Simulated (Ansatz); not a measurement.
H₄B (SMILES [BH4-]), charge -1, singlet, geometry from GFN2-xTB (a gas-phase anion, which may not be bound at this level); Ansatz (a program for electronic structure) with BLYP/6-31G.

Input for Ansatz:
Ansatz 0.2 input:
```yaml
crystal:
  periodic: [false, false, false]
  atoms:
    - {symbol: B, position_ang: [0.00000000, 0.00000000, 0.00000000]}
    - {symbol: H, position_ang: [-0.78935573, -0.82329958, -0.45703408]}
    - {symbol: H, position_ang: [0.16226976, -0.21027872, 1.19968171]}
    - {symbol: H, position_ang: [-0.45033333, 1.13195784, -0.16017538]}
    - {symbol: H, position_ang: [1.07741931, -0.09837954, -0.58247225]}
basis:
  gaussian:
    orbitals: 6-31G
hamiltonian:
  xc: blyp
total_charge: -1
```

The log (banner, timings and long lists left out):

```
Functional definition: BLYP
254 factors; integrals over basis functions are off by at most 2.4e-4 eV
mean field evaluation 1: about -739.5915 eV, gradient 1.0e1 eV
mean field evaluation 2: about -739.6445 eV, gradient 1.0e1 eV
mean field evaluation 4: about -740.0062 eV, gradient 7.3e-3 eV
mean field evaluation 8: about -739.9974 eV, gradient 6.0e-5 eV
mean field -739.99742213 eV, -27.1944036750 hartree, gradient 6.4e-5 eV, S^2 0.000000; 0 other end points of the search recorded, 0 dependent functions left out
reference -739.99765854 eV, -27.1944123631 hartree; 5, 5 occupied and 12, 12 virtual orbitals, 254 factors
Total energy: -739.99765854 eV, -27.1944123631 hartree
```
